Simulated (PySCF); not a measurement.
Compound: C6H12NO (doublet state).
Geometry (GFN2-xTB, Å), atoms numbered from 1 in this order:
```
atom  x, y, z in Å
C1     2.633    0.443   -0.441
O2     1.438   -0.271   -0.608
C3     0.659   -0.439    0.576
C4    -0.171    0.802    0.916
C5    -1.214    1.035   -0.170
C6    -2.157   -0.167   -0.212
C7    -1.376   -1.422   -0.350
N8    -0.202   -1.573    0.399
H9     2.455    1.488   -0.165
H10    3.267   -0.021    0.325
H11    3.143    0.410   -1.402
H12    1.348   -0.667    1.412
H13    0.491    1.665    1.012
H14   -0.658    0.633    1.878
H15   -0.707    1.134   -1.131
H16   -1.769    1.954    0.029
H17   -2.854   -0.081   -1.049
H18   -2.763   -0.167    0.712
H19   -1.884   -2.344   -0.577
H20    0.317   -2.401    0.132
```

The hyperfine couplings belong to this conformer and change with its torsions.

Identity: `CO[C@H]1CCC[CH]N1` [radical].

Computed with UKS B3LYP, pcH-1 on C H N O, non-relativistic, mean-field spin-orbit, GIAO in PySCF. Isolated species at its GFN2-xTB geometry (one conformer only). A GFN2-xTB geometry isn't a minimum of the functional, and hyperfine couplings can be far from their values at a DFT geometry. Stability of the SCF solution: not tested.

**Question.** Match the computed a_iso(13C) values +121.8, -17.5, +15.9, +12.8 MHz with the sites C3; C5; C6; C7.

**Answer.** 
```
site  a_iso (MHz)  ρ(0) (bohr⁻³)                 position  distance from C7 (Å)  spin population  largest |T| (MHz)
  C3        +12.8        +0.0114          2 bonds from C7                  2.44            +0.01                3.3
  C5        +15.9        +0.0142          2 bonds from C7                  2.47            +0.01                2.7
  C6        -17.5        -0.0156           1 bond from C7                  1.48            -0.06                3.3
  C7       +121.8        +0.1084  largest spin population                  0.00            +0.86              143.1
```

ρ(0) is the spin density at the nucleus and T the dipolar tensor; entries for several nuclei are means. The Mulliken spin populations are largest on C7 (+0.86), N8 (+0.13), H18 (+0.07) and C6 (-0.06). C7 is the only atom above +0.15. The angles at C7 add up to 353.1°, so it is slightly pyramidal.

Class means assume fast exchange of nuclei equivalent by connectivity; if that motion is slow, each nucleus keeps its own coupling.
